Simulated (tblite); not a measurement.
Compound: CH10NPSi3.
Atom-mapped SMILES: `[SiH3:1]/[CH:2]=[P:3]/[N:4]([SiH3:5])[SiH3:6]` (hydrogens: H7, H8, H9 on Si1; H10 on C2; H11, H12, H13 on Si5; H14, H15, H16 on Si6)

Cartesian coordinates in Å at the GFN2-xTB level; atoms count from 1:
```
atom  x, y, z in Å
Si1    3.3284    0.3061    0.3270
C2     1.4604    0.3944    0.3403
P3     0.4929   -0.9560    0.1214
N4    -1.1216   -0.4025    0.1198
Si5   -2.2558   -1.7292    0.3404
Si6   -1.5973    1.2630   -0.1072
H7     3.7643   -1.0890    0.3702
H8     3.8567    1.0352    1.4873
H9     3.8595    0.9466   -0.8848
H10    1.0100    1.3698    0.4689
H11   -3.5835   -1.1339    0.4385
H12   -1.8849   -2.4212    1.5755
H13   -2.1387   -2.6158   -0.8171
H14   -1.3982    1.9974    1.1452
H15   -0.7916    1.8118   -1.1973
H16   -3.0083    1.2321   -0.4722
```

Calculated harmonic vibrations of the isolated species, GFN2-xTB (tblite), most abundant isotopes, no scaling. This tight-binding method is rough: wavenumbers can miss measured ones by several per cent, in bad cases by 10 to 20. Modes of hydrogen on silicon can be 10 to 20 % off. One conformer, not necessarily the lowest. The optimisation stopped once no atom felt more than 0.01 eV/Å.

Lowest wavenumbers of the output (negative numbers stand for imaginary wavenumbers):
```
mode    cm-1
  1     -35.2
  2      29.5
  3      68.4
  4      86.9
  5     104.0
  6     163.4
  7     199.2
  8     205.0
  9     223.4
 10     284.7
 11     489.6
 12     527.9
 13     536.9
 14     557.4
 15     574.3
```

**Question.** Is this structure a minimum?

**Answer.** Not by this Hessian. 1 mode is imaginary beyond 20i (35i cm⁻¹), so at this level the point lies at or near a first-order saddle. The curvature is small, so loose convergence or finite differences may be the whole cause.

**Question.** Which atoms move in the imaginary mode?

**Answer.** 35i: H13 (Si–H hydrogen) 32 %, H12 (Si–H hydrogen) 28 %, H11 (Si–H hydrogen) 21 %. These are shares of the mass-weighted motion.

**Question.** What is the remedy?

**Answer.** Step along that mode in both directions, optimise again with tighter thresholds and repeat the frequencies. The zero-point energy of this point (58.8 kcal/mol) counts the 41 real modes alone, and thermal corrections from it aren't those of a minimum.

Hardware: an Arm Neoverse V2 with one thread, shared host. This covers the Hessian and the dipole derivatives.
